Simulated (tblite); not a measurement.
Compound: C5H6BO4 (charge -1).
Bonds: C1–C2 (double), C2–B3, B3–C4, B3–O5, O5–C6, C6–O7 (double), C6–C8, C8–O9 (double), C8–O10, B3–O10. Hydrogens: H11, H12 on C1; H13 on C2; H14, H15, H16 on C4.
Bond orders are those of one Lewis drawing.

Computed with GFN2-xTB (tblite), gas phase: L-BFGS steps from a force-field or distance-geometry start until the largest atomic force falls under 0.01 eV/Å.

At the end of the run (lengths in Å): O5–C6 1.298, C8–O10 1.298, C6–C8 1.541, B3–C4 1.635, C8=O9 1.216, C6=O7 1.216, B3–O10 1.531, C1–C2–B3 126.1°, B3–O10–C8 110.4°, B3–O5–C6 110.8°, O5–B3–O10 101.8°, C1–C2–B3–C4 119°, C2–B3–O5–C6 -116°, B3–O5–C6–O7 180°, H14–C4–B3–C2 -63°, H13–C2–B3–C4 -61°.

Task: These geometries were met on the way; a selection of coordinates is given. Order them by energy above the end point, lowest first.
A. O5–C6 1.403, C8–O10 1.400, C6–C8 1.452, B3–C4 1.557, C8=O9 1.270, C6=O7 1.263, B3–O10 1.495, C1–C2–B3 115.6°, B3–O10–C8 105.0°, B3–O5–C6 105.8°, O5–B3–O10 106.5°, C1–C2–B3–C4 135°, C2–B3–O5–C6 -136°, B3–O5–C6–O7 -169°, H14–C4–B3–C2 -30°, H13–C2–B3–C4 -44°
B. O5–C6 1.297, C8–O10 1.299, C6–C8 1.541, B3–C4 1.648, C8=O9 1.216, C6=O7 1.215, B3–O10 1.542, C1–C2–B3 123.5°, B3–O10–C8 110.2°, B3–O5–C6 110.8°, O5–B3–O10 100.8°, C1–C2–B3–C4 131°, C2–B3–O5–C6 -130°, B3–O5–C6–O7 -174°, H14–C4–B3–C2 -27°, H13–C2–B3–C4 -47°
C. O5–C6 1.293, C8–O10 1.296, C6–C8 1.536, B3–C4 1.632, C8=O9 1.213, C6=O7 1.214, B3–O10 1.524, C1–C2–B3 120.4°, B3–O10–C8 109.6°, B3–O5–C6 109.6°, O5–B3–O10 101.5°, C1–C2–B3–C4 130°, C2–B3–O5–C6 -133°, B3–O5–C6–O7 -173°, H14–C4–B3–C2 -24°, H13–C2–B3–C4 -45°
D. O5–C6 1.324, C8–O10 1.318, C6–C8 1.573, B3–C4 1.608, C8=O9 1.180, C6=O7 1.186, B3–O10 1.514, C1–C2–B3 117.2°, B3–O10–C8 110.2°, B3–O5–C6 110.2°, O5–B3–O10 102.3°, C1–C2–B3–C4 135°, C2–B3–O5–C6 -136°, B3–O5–C6–O7 -170°, H14–C4–B3–C2 -28°, H13–C2–B3–C4 -45°
E. O5–C6 1.302, C8–O10 1.301, C6–C8 1.534, B3–C4 1.617, C8=O9 1.221, C6=O7 1.221, B3–O10 1.520, C1–C2–B3 117.1°, B3–O10–C8 109.2°, B3–O5–C6 109.1°, O5–B3–O10 101.9°, C1–C2–B3–C4 134°, C2–B3–O5–C6 -135°, B3–O5–C6–O7 -171°, H14–C4–B3–C2 -27°, H13–C2–B3–C4 -45°

Result: B (0.079 eV), C (0.129 eV), E (0.242 eV), D (0.415 eV), A (1.085 eV).

```tsv
step	E above end (eV)	rms distance from the end, all atoms (Å)	largest force (eV/Å)	rms shift of all bonds from the end (Å)
13	0.079	0.329	0.205	0.005
7	0.129	0.344	0.356	0.006
3	0.242	0.361	0.550	0.010
1	0.415	0.364	3.564	0.021
0	1.085	0.369	4.665	0.053
```

Rows stand in the order of the answer.
